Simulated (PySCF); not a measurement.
**Orbital picture of GeAs**

PBEsol at R = 2.256 Å; basis Ge cc-pVDZ-PP with ECP10, As cc-pVDZ-PP with ECP10; scalar-relativistic core potentials; PySCF 2.14. State: ²Π (doublet), unpaired electrons π ↑. Only the outer orbitals are listed, counted within each symmetry, core potentials removing the inner ones.

```tsv
spin	orbital	occ.	ε (eV)	on Ge (%)	main shells (%)
α	7σ	1	-15.45	28	70 As s, 23 Ge s
α	8σ	1	-11.05	67	66 Ge s, 24 As s, 8 As p
α	5π	1	-6.25	31	68 As p, 30 Ge p
α	9σ	1	-5.72	48	49 As p, 39 Ge p, 9 Ge s
α	5π	1	-5.58	35	65 As p, 34 Ge p
α	6π	0	-3.19	70	69 Ge p, 30 As p
α	6π	0	-2.69	66	66 Ge p, 33 As p
α	10σ	0	0.40	70	68 Ge p, 36 As p
β	7σ	1	-14.93	31	67 As s, 26 Ge s
β	8σ	1	-10.75	65	63 Ge s, 26 As s, 8 As p
β	9σ	1	-5.52	49	48 As p, 41 Ge p
β	5π	1	-5.33	39	60 As p, 38 Ge p
β	5π	0	-5.23	40	59 As p, 39 Ge p
β	6π	0	-2.55	62	61 Ge p, 38 As p
β	6π	0	-2.49	60	60 Ge p, 39 As p
```

Task: Which are the highest filled and the lowest empty level, where do they sit, and how wide is the gap?

Result: Highest filled β 5π at -5.33 eV (in %: 60 As p, 38 Ge p); lowest empty β 5π at -5.23 eV (in %: 59 As p, 39 Ge p); the gap at PBEsol is 0.10 eV. Both belong to one degenerate shell, split only by its one-sided filling, so this is no excitation gap.

```json
{
  "bond order (Mayer)": "2.30",
  "⟨S²⟩": "0.753",
  "charge on Ge (Mulliken, basis-dependent)": "0.08",
  "charge on Ge (Löwdin, basis-dependent)": "0.05",
  "dipole moment (positive dipole means Ge(−)As(+))": "-0.78 D"
}
```

Spin–orbit coupling is left out. The state was picked by a PBE0 search and need not be the measured ground state.
